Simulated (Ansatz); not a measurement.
C₈H₁₉N, SMILES `CCCCNCCCC` at its PBE0-D4/def2-TZVP geometry, where that method's forces vanish. Charge 0, multiplicity 1.

```xyz
28

C     0.5186   -2.6921    3.7431
C     1.1122   -2.3335    2.3920
C     0.1961   -1.4619    1.5495
C     0.7989   -1.1192    0.1909
N    -0.0152   -0.3233   -0.7032
C    -0.3284    1.0122   -0.2368
C    -1.0169    1.8264   -1.3187
C    -0.1467    2.0919   -2.5360
C    -0.8785    2.8499   -3.6293
H    -0.4211   -3.2395    3.6272
H     1.1969   -3.3174    4.3283
H     0.3048   -1.7943    4.3299
H     1.3478   -3.2503    1.8386
H     2.0679   -1.8159    2.5364
H    -0.7613   -1.9774    1.3967
H    -0.0343   -0.5429    2.1000
H     1.0563   -2.0499   -0.3277
H     1.7455   -0.5855    0.3413
H    -0.8715   -0.8172   -0.9268
H     0.6188    1.4957    0.0341
H    -0.9521    1.0236    0.6721
H    -1.9319    1.3044   -1.6303
H    -1.3485    2.7773   -0.8860
H     0.7379    2.6590   -2.2222
H     0.2248    1.1378   -2.9189
H    -1.7460    2.2865   -3.9855
H    -1.2421    3.8169   -3.2691
H    -0.2320    3.0389   -4.4895
```

Question: What forces (eV/Å) does B3LYP-D4/def2-TZVPP give on these atoms in Ansatz? (Best estimate.)

Answer: The calculation gave: 
```
C1  -0.075 -0.064  0.210
C2   0.211 -0.074 -0.067
C3  -0.200  0.077  0.072
C4   0.287 -0.142 -0.048
N5  -0.118 -0.098 -0.147
C6   0.030  0.200  0.213
C7  -0.224  0.084  0.042
C8   0.226 -0.079 -0.026
C9  -0.094  0.114 -0.177
H10  0.041  0.022  0.014
H11 -0.036  0.026 -0.017
H12  0.008 -0.044 -0.017
H13 -0.005  0.043  0.030
H14 -0.042 -0.031 -0.007
H15  0.042  0.032  0.007
H16  0.007 -0.060 -0.030
H17 -0.010  0.047  0.028
H18 -0.047 -0.033 -0.010
H19  0.008 -0.009 -0.031
H20 -0.058 -0.023 -0.001
H21  0.038  0.001 -0.043
H22  0.040  0.027  0.019
H23  0.010 -0.045 -0.023
H24 -0.036 -0.029 -0.019
H25 -0.017  0.069  0.011
H26  0.035  0.030  0.008
H27  0.013 -0.038 -0.024
H28 -0.035 -0.003  0.031
```

B3LYP here is the variant with VWN-RPA as its local correlation; programs differ in this.
